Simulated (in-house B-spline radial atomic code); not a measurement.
Response and correlation of the oxygen ion O⁶⁺

Closed shell 1s2. Computed with an all-electron radial atomic-structure program (B-spline basis): Dirac-Hartree-Fock, relativistic RPA (time-dependent Dirac-Hartree-Fock) for the response and second-order many-body perturbation theory for correlation, no-pair Dirac-Coulomb Hamiltonian, finite nucleus.

Command:
```bash
python run_mb.py task.json out
```
Settings (nuclear radius in fm, box in bohr, cutoff in hartree):
```
basis_form          2
Z                   8
core_configuration  1s2
rms_radius          2.6991
mass_number         16
speed_of_light      137.036
box_radius          9.487
lmax                7
intervals           64
virtual_cutoff      2000.0
```

Run time, properties included: 0.6 s on 1 thread of Intel(R) Xeon(R) Platinum 8488C, with other jobs on the host.

```csv
"multipole (bohr³, bohr⁵, bohr⁷)",uncoupled,coupled RPA
dipole,0.0024695,0.0026393
quadrupole,0.00015291,?
octupole,2.4496e-05,2.5538e-05
```

Q: What is the coupled quadrupole polarisability?

A: 0.00016174 atomic units, +6 % against the uncoupled value.

Q: Which subshells carry the dipole polarisability?

A: 1s1/2 100.0 %.

Q: What does the dipole shielding factor come to?

A: The dipole shielding factor is 0.250, against the exact N/Z = 2/8 = 0.250 of the non-relativistic theorem.

Dipole polarisability at imaginary frequency:

```tsv
u (Eh)	α(iu) (bohr³)
0	0.002639
0.926	0.002635
2.78	0.002603
5.56	0.002501
9.26	0.002292
18.5	0.001667
37	0.0008312
92.6	0.0001984
```

Q: What dispersion coefficients follow for two such ions (the dispersion part alone)?

A: C6 = (3/π)∫α(iu)²du = 0.000129 hartree·bohr⁶ and C8 = 4.488e-05 hartree·bohr⁸.

Lowest J = 1 odd-parity excitations:

```json
{"energy (eV)": "568.82", "oscillator strength": "6.51e-05", "leading channel": "1s1/2 → p1/2", "weight": "0.676"}
{"energy (eV)": "574.74", "oscillator strength": "0.692", "leading channel": "1s1/2 → p3/2", "weight": "0.676"}
{"energy (eV)": "664.52", "oscillator strength": "1.53e-05", "leading channel": "1s1/2 → p1/2", "weight": "0.677"}
{"energy (eV)": "666.13", "oscillator strength": "0.146", "leading channel": "1s1/2 → p3/2", "weight": "0.677"}
```

Second-order correlation energy by the highest angular momentum of the excited pair (hartree): s -0.01409, p -0.02438, d -0.0037, f -0.001009, g -0.000375, h -0.0001535, i -7.654e-05, k -4.19e-05.

Q: What is the second-order correlation energy at the partial-wave limit?

A: The listed waves sum to -0.04383 hartree; extrapolating the increments as (l + 1/2)⁻⁴ gives -0.043916 hartree, -0.598 eV per electron.
